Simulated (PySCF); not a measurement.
C6H17Si2Te (SMILES [CH2][Si](C)(C)[Te][Si](C)(C)C), doublet, geometry from GFN2-xTB (all electrons, no relativity); X3LYP/STO-3G in PySCF.

Here is a job for PySCF.
```python
from pyscf import gto, scf, dft

mol = gto.Mole()
mol.atom = '''
    C    -1.579253   -2.204025    1.012695
    Si   -1.926245   -0.747118   -0.024383
    C    -3.514884    0.170460    0.468674
    C    -1.932300   -1.125837   -1.888104
    Te   -0.110385    0.998078    0.527943
    Si    1.923619   -0.173332   -0.392797
    C     3.384845    0.985907   -0.013642
    C     2.210343   -1.849645    0.465871
    C     1.843448   -0.446843   -2.278660
    H    -1.747030   -2.191609    2.075663
    H    -0.965251   -3.019768    0.671831
    H    -4.387854   -0.451848    0.302596
    H    -3.642035    1.087465   -0.098317
    H    -3.488377    0.432678    1.520710
    H    -2.879174   -1.564103   -2.185742
    H    -1.151816   -1.837681   -2.134051
    H    -1.773633   -0.234065   -2.486720
    H     3.473241    1.168706    1.052354
    H     4.323408    0.561999   -0.357056
    H     3.257572    1.947112   -0.501378
    H     2.236909   -1.735950    1.544982
    H     3.149274   -2.298108    0.155828
    H     1.414529   -2.548023    0.228442
    H     1.085698   -1.178510   -2.539242
    H     1.605150    0.475072   -2.800254
    H     2.792968   -0.807235   -2.663186
'''
mol.basis = 'sto-3g'
mol.charge = 0
mol.spin = 1
mol.verbose = 4
mol.build()

mf = dft.UKS(mol)
mf.xc = 'x3lyp'
mf.kernel()
mf.analyze()
```

Output, abridged:

```
PySCF version 2.14.0

[INPUT] verbose = 4
[INPUT] num. atoms = 26
[INPUT] num. electrons = 133
[INPUT] charge = 0
[INPUT] spin (= nelec alpha-beta = 2S) = 1
[INPUT] symmetry False subgroup None
[INPUT] Mole.unit = angstrom
[INPUT] Symbol           X                Y                Z      unit          X                Y                Z       unit  Magmom
[...]
nuclear repulsion = 1192.52634317036
number of shells = 56
number of NR pGTOs = 276
number of NR cGTOs = 92
basis = sto-3g
ecp = {}

******** <class 'pyscf.dft.uks.UKS'> ********
method = UKS
initial guess = minao
damping factor = 0
level_shift factor = 0
DIIS = <class 'pyscf.scf.diis.CDIIS'>
diis_start_cycle = 1
diis_space = 8
diis_damp = 0
SCF conv_tol = 1e-09
SCF conv_tol_grad = None
SCF max_cycles = 50
direct_scf = True
direct_scf_tol = 1e-13
number electrons alpha = 67  beta = 66
XC library pyscf.dft.libxc version 7.1.2
    S. Lehtola, C. Steigemann, M. J. T. Oliveira, and M. A. L. Marques,  SoftwareX 7, 1–5 (2018)
XC functionals = x3lyp
    X. Xu and W. A. Goddard,  Proc. Natl. Acad. Sci. U. S. A. 101, 2673 (2004)
radial grids:
    Treutler-Ahlrichs [JCP 102, 346 (1995); DOI:10.1063/1.469408] (M4) radial grids

becke partition: Becke, JCP 88, 2547 (1988); DOI:10.1063/1.454033
pruning grids: <function nwchem_prune>
grids dens level: 3
symmetrized grids: False
atomic radii adjust function: <function treutler_atomic_radii_adjust>
small_rho_cutoff = 0
Set gradient conv threshold to 3.16228e-05
tot grids = 311768
init E= -7337.40912592294

cycle= 1 E= -7357.06089821043  delta_E= -19.7  |g|= 0.42  |ddm|=  4.2
cycle= 2 E= -7356.83757231576  delta_E= 0.223  |g|= 0.584  |ddm|= 2.43
cycle= 3 E= -7357.24863162107  delta_E= -0.411  |g|= 0.231  |ddm|= 1.77
cycle= 4 E= -7357.29153090939  delta_E= -0.0429  |g|= 0.0455  |ddm|= 0.388
cycle= 5 E= -7357.2940559735  delta_E= -0.00253  |g|= 0.0146  |ddm|= 0.131
cycle= 6 E= -7357.29428001003  delta_E= -0.000224  |g|= 0.00276  |ddm|= 0.038
cycle= 7 E= -7357.2942906984  delta_E= -1.07e-05  |g|= 0.00131  |ddm|= 0.0108
cycle= 8 E= -7357.29429237608  delta_E= -1.68e-06  |g|= 0.000316  |ddm|= 0.00329
cycle= 9 E= -7357.29429248275  delta_E= -1.07e-07  |g|= 9.12e-05  |ddm|= 0.000907
cycle= 10 E= -7357.29429248987  delta_E= -7.13e-09  |g|= 2.84e-05  |ddm|= 0.000224
cycle= 11 E= -7357.29429249076  delta_E= -8.84e-10  |g|= 6.69e-06  |ddm|= 7.85e-05
Extra cycle  E= -7357.29429249081  delta_E= -5.28e-11  |g|= 5.16e-06  |ddm|= 2.74e-05
converged SCF energy = -7357.29429249081  <S^2> = 0.75520298  2S+1 = 2.0051962
**** SCF Summaries ****
Total Energy =                       -7357.294292490811131
Nuclear Repulsion Energy =            1192.526343170357222
One-electron Energy =               -12526.662954533001539
Two-electron Energy =                 3976.842318871833868
Two-electron Coulomb Energy =         4228.934099867398800
DFT Exchange-Correlation Energy =     -252.091780995564932
**** MO energy ****
                             alpha | beta                alpha | beta
[...]
To work with the spin densities directly, `use mulliken_meta_spin()` only printing them here.

 ** Mulliken spin pop alpha/beta on meta-lowdin orthogonal AOs **
 ** Mulliken Spin Density (per AO)  **
spin_pop of  0 C 1s       -0.00002
spin_pop of  0 C 2s        0.05139
spin_pop of  0 C 2px       0.67389
spin_pop of  0 C 2py       0.22926
spin_pop of  0 C 2pz       0.06030
spin_pop of  1 Si 1s       -0.00000
spin_pop of  1 Si 2s        0.00001
spin_pop of  1 Si 3s       -0.01127
spin_pop of  1 Si 2px      -0.00001
spin_pop of  1 Si 2py      -0.00001
spin_pop of  1 Si 2pz      -0.00000
spin_pop of  1 Si 3px      -0.01505
spin_pop of  1 Si 3py      -0.02407
spin_pop of  1 Si 3pz      -0.00859
spin_pop of  2 C 1s        0.00000
spin_pop of  2 C 2s        0.00226
spin_pop of  2 C 2px       0.00482
spin_pop of  2 C 2py       0.00277
spin_pop of  2 C 2pz       0.00112
spin_pop of  3 C 1s       -0.00000
spin_pop of  3 C 2s        0.00040
spin_pop of  3 C 2px       0.00024
[...]
spin_pop of  5 Si 3pz      -0.00030
spin_pop of  6 C 1s        0.00000
spin_pop of  6 C 2s        0.00035
spin_pop of  6 C 2px       0.00068
spin_pop of  6 C 2py       0.00030
spin_pop of  6 C 2pz       0.00009
spin_pop of  7 C 1s       -0.00000
spin_pop of  7 C 2s        0.00006
spin_pop of  7 C 2px       0.00013
spin_pop of  7 C 2py       0.00102
spin_pop of  7 C 2pz       0.00011
spin_pop of  8 C 1s       -0.00000
spin_pop of  8 C 2s       -0.00004
spin_pop of  8 C 2px       0.00001
spin_pop of  8 C 2py      -0.00001
spin_pop of  8 C 2pz      -0.00011
spin_pop of  9 H 1s       -0.03125
spin_pop of  10 H 1s       -0.03123
spin_pop of  11 H 1s       -0.00077
spin_pop of  12 H 1s       -0.00060
spin_pop of  13 H 1s       -0.00030
spin_pop of  14 H 1s       -0.00053
spin_pop of  15 H 1s       -0.00013
spin_pop of  16 H 1s       -0.00050
spin_pop of  17 H 1s       -0.00005
spin_pop of  18 H 1s        0.00006
spin_pop of  19 H 1s       -0.00005
spin_pop of  20 H 1s       -0.00005
spin_pop of  21 H 1s       -0.00007
spin_pop of  22 H 1s       -0.00017
spin_pop of  23 H 1s       -0.00000
spin_pop of  24 H 1s       -0.00000
spin_pop of  25 H 1s       -0.00005
 ** Mulliken Spin Density (per atom)  **
spin density of  0 C =      1.01482
spin density of  1 Si =     -0.05899
spin density of  2 C =      0.01096
spin density of  3 C =      0.00186
spin density of  4 Te =      0.09739
spin density of  5 Si =     -0.00292
spin density of  6 C =      0.00141
spin density of  7 C =      0.00132
spin density of  8 C =     -0.00015
spin density of  9 H =     -0.03125
spin density of  10 H =     -0.03123
spin density of  11 H =     -0.00077
spin density of  12 H =     -0.00060
spin density of  13 H =     -0.00030
spin density of  14 H =     -0.00053
spin density of  15 H =     -0.00013
spin density of  16 H =     -0.00050
spin density of  17 H =     -0.00005
spin density of  18 H =      0.00006
spin density of  19 H =     -0.00005
spin density of  20 H =     -0.00005
spin density of  21 H =     -0.00007
spin density of  22 H =     -0.00017
spin density of  23 H =     -0.00000
spin density of  24 H =     -0.00000
spin density of  25 H =     -0.00005
 ** Mulliken pop alpha/beta on meta-lowdin orthogonal AOs **
 ** Mulliken pop       alpha | beta **
In total            67.00000 | 66.00000
 ** Mulliken atomic charges   ( Nelec_alpha | Nelec_beta ) **
charge of  0C =     -0.24095  (     3.62789      2.61307 )
charge of  1Si =      0.60812  (     6.66644      6.72544 )
charge of  2C =     -0.28800  (     3.14948      3.13852 )
charge of  3C =     -0.29053  (     3.14620      3.14434 )
charge of  4Te =     -0.29755  (    26.19747     26.10008 )
charge of  5Si =      0.59971  (     6.69869      6.70160 )
charge of  6C =     -0.29086  (     3.14613      3.14472 )
charge of  7C =     -0.29280  (     3.14706      3.14574 )
charge of  8C =     -0.29258  (     3.14622      3.14636 )
charge of  9H =      0.04453  (     0.46211      0.49336 )
charge of  10H =      0.03975  (     0.46451      0.49574 )
charge of  11H =      0.04478  (     0.47722      0.47799 )
charge of  12H =      0.05110  (     0.47415      0.47475 )
charge of  13H =      0.05008  (     0.47481      0.47511 )
charge of  14H =      0.04898  (     0.47524      0.47577 )
charge of  15H =      0.04456  (     0.47765      0.47778 )
charge of  16H =      0.05202  (     0.47374      0.47424 )
charge of  17H =      0.04730  (     0.47633      0.47637 )
charge of  18H =      0.04341  (     0.47832      0.47827 )
charge of  19H =      0.04713  (     0.47641      0.47646 )
charge of  20H =      0.04814  (     0.47590      0.47595 )
charge of  21H =      0.04625  (     0.47684      0.47691 )
charge of  22H =      0.04124  (     0.47930      0.47947 )
charge of  23H =      0.04223  (     0.47888      0.47888 )
charge of  24H =      0.04759  (     0.47620      0.47620 )
charge of  25H =      0.04634  (     0.47680      0.47685 )
Dipole moment(X, Y, Z, Debye): -0.09620, -2.48283, -1.25089
```
